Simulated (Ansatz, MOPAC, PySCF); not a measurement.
Dissociation curve of CH₃F, SMILES CF. The C1–H5 bond (C1 also carries F, H, H; H5 carries nothing else) is pulled apart rigidly from the PBE0/def2-TZVP optimised geometry.

Computed with: UHF/3-21G = PySCF with unrestricted Hartree-Fock/3-21G; PM3, restricted, heats of formation (MOPAC); UKS-PBE = Ansatz (an electronic-structure program) with unrestricted PBE/cc-pVTZ; UHF/cc-pVTZ (Ansatz).

Energies are in kJ/mol, each relative to the lowest point of its own curve near equilibrium.

```json
[
 {"R / Å": "0.87", "UHF/3-21G": "122.0", "PM3": "117.5", "UKS-PBE": "129.0", "UHF": "118.1"},
 {"R / Å": "0.93", "UHF/3-21G": "54.4", "PM3": "56.5", "UKS-PBE": "61.6", "UHF": "52.9"},
 {"R / Å": "0.98", "UHF/3-21G": "21.6", "PM3": "24.7", "UKS-PBE": "27.6", "UHF": "21.1"},
 {"R / Å": "1.04", "UHF/3-21G": "2.9", "PM3": "4.8", "UKS-PBE": "6.0", "UHF": "2.9"},
 {"R / Å": "1.05", "UHF/3-21G": "1.5", "PM3": "3.0", "UKS-PBE": "4.1", "UHF": "1.5"},
 {"R / Å": "1.09", "UHF/3-21G": "0.0", "PM3": "0.0", "UKS-PBE": "0.0", "UHF": "0.0"},
 {"R / Å": "1.14", "UHF/3-21G": "5.5", "PM3": "3.4", "UKS-PBE": "1.9", "UHF": "5.4"},
 {"R / Å": "1.17", "UHF/3-21G": "11.9", "PM3": "8.4", "UKS-PBE": "6.1", "UHF": "11.8"},
 {"R / Å": "1.19", "UHF/3-21G": "17.1", "PM3": "12.7", "UKS-PBE": "9.8", "UHF": "17.1"},
 {"R / Å": "1.27", "UHF/3-21G": "44.5", "PM3": "36.0", "UKS-PBE": "31.0", "UHF": "45.0"},
 {"R / Å": "1.36", "UHF/3-21G": "83.0", "PM3": "69.5", "UKS-PBE": "62.7", "UHF": "84.8"},
 {"R / Å": "1.48", "UHF/3-21G": "140.8", "PM3": "121.5", "UKS-PBE": "110.9", "UHF": "145.0"},
 {"R / Å": "1.66", "UHF/3-21G": "231.1", "PM3": "213.1", "UKS-PBE": "185.2", "UHF": "238.0"},
 {"R / Å": "1.79", "UHF/3-21G": "279.6", "PM3": "286.1", "UKS-PBE": "235.9", "UHF": "287.5"},
 {"R / Å": "1.96", "UHF/3-21G": "317.6", "PM3": "379.0", "UKS-PBE": "296.0", "UHF": "325.6"},
 {"R / Å": "2.17", "UHF/3-21G": "342.5", "PM3": "477.3", "UKS-PBE": "359.5", "UHF": "349.9"},
 {"R / Å": "2.39", "UHF/3-21G": "355.5", "PM3": "561.0", "UKS-PBE": "404.5", "UHF": "361.9"},
 {"R / Å": "2.69", "UHF/3-21G": "363.4", "PM3": "649.8", "UKS-PBE": "433.1", "UHF": "368.7"},
 {"R / Å": "3.01", "UHF/3-21G": "366.7", "PM3": "717.4", "UKS-PBE": "445.1", "UHF": "371.2"},
 {"R / Å": "3.26", "UHF/3-21G": "367.9", "PM3": "755.5", "UKS-PBE": "449.0", "UHF": "372.0"},
 {"R / Å": "3.84", "UHF/3-21G": "369.0", "PM3": "813.1", "UKS-PBE": "452.1", "UHF": "372.5"}
]
```

At the longest distance, 3.84 Å, PM3 lies highest above its minimum (813.1 kJ/mol) and UHF/3-21G lowest (369.0 kJ/mol).

The unrestricted determinant behind UHF/3-21G, UHF is spin-contaminated at 1.66 to 3.84 Å (<S²> up to 1.0, against 0.00 for a pure singlet). The restricted form behind PM3 keeps the bonding electrons paired and can't separate into open-shell fragments. The unrestricted determinant behind UKS-PBE is spin-contaminated at 2.39 to 3.84 Å (<S²> up to 1.0, against 0.00 for a pure singlet).
